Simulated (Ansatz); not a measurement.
Two isomers of C2H6O3Si: A = `O=CC(O)[SiH2]O`, B = `O=C[SiH](O)CO`.

Calculated with Ansatz (gas phase, PBE0-D4/def2-TZVP geometries, no zero-point term in ΔE). CCSD(T)/CBS adds triple-zeta CCSD(T) − MP2 to the extrapolated MP2 energy (def2 sets, frozen cores). DFT in def2-TZVPP. B3LYP here is the variant with VWN-RPA as its local correlation; programs differ in this. Each species was taken in one conformer, which may not be the lowest.

Task: Which is lower in electronic energy at CCSD(T)/CBS, and by how much? (An estimate is asked.)

Result: Ansatz gave: A, by 6.6 kcal/mol.

Task: Give E(B) − E(A) in kcal/mol with CCSD(T)/def2-TZVPP, ωB97M-V, PBE-D4, B2PLYP, CCSD/def2-TZVPP, B3LYP-D4, B3LYP. (Best estimate.)

Result: The calculation gave: CCSD(T)/def2-TZVPP 6.9, ωB97M-V 6.7, PBE-D4 7.5, B2PLYP 7.0, CCSD/def2-TZVPP 6.6, B3LYP-D4 6.7, B3LYP 6.6. None reverses the order clearly.

Largest T1 diagnostic: 0.014.
